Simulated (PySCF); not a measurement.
Species: CH₄F₃PSi.
Atom-mapped SMILES: `[F:1][C:2]([F:3])([F:4])[SiH2:5][PH2:6]` (hydrogens: H7, H8 on Si5; H9, H10 on P6)

Computed, not measured: PySCF, PBE0-D3(BJ)/def2-SVP geometry optimisation, gas phase.

Entries marked ? are missing. Bonds in one row agree within 0.01 Å.

```json
{"coordinate": "F1–C2, C2–F3, C2–F4", "value": "?"}
{"coordinate": "C2–Si5", "value": "?"}
{"coordinate": "Si5–P6", "value": "?"}
{"coordinate": "Si5–H7, Si5–H8", "value": "1.490 Å"}
{"coordinate": "P6–H9, P6–H10", "value": "1.429 Å"}
{"coordinate": "F1–C2–F3", "value": "?"}
{"coordinate": "F1–C2–Si5", "value": "?"}
{"coordinate": "C2–Si5–P6", "value": "?"}
```

Task: Estimate the withheld lengths and angles.

Result: 
- F1–C2, C2–F3, C2–F4 = 1.341 Å, drawn single (fluorine of a CF3 group to CF3 carbon); 0.01 Å above the sum of covalent radii, 1.33 Å.
- C2–Si5 = 1.937 Å, drawn single (CF3 carbon to SiH2 silicon); 0.07 Å above the sum of covalent radii, 1.87 Å.
- Si5–P6 = 2.258 Å, drawn single (SiH2 silicon to three-coordinate phosphorus); 0.08 Å above the sum of covalent radii, 2.18 Å.
- F1–C2–F3 = 107.2°, at the CF3 carbon; the outer atoms are 2.160 Å apart.
- F1–C2–Si5 = 111.2°, at the CF3 carbon; the outer atoms are 2.728 Å apart.
- C2–Si5–P6 = 106.4°, at the SiH2 silicon; the outer atoms are 3.364 Å apart.

Radii are Cordero's, carbon taken as 0.76, 0.73 or 0.69 Å for four, three, and two or fewer neighbours.

PBE0-D3(BJ)/def2-SVP frequencies: not computed here. One conformer, not necessarily the lowest (C2–Si5–P6–H -71° and -165°).
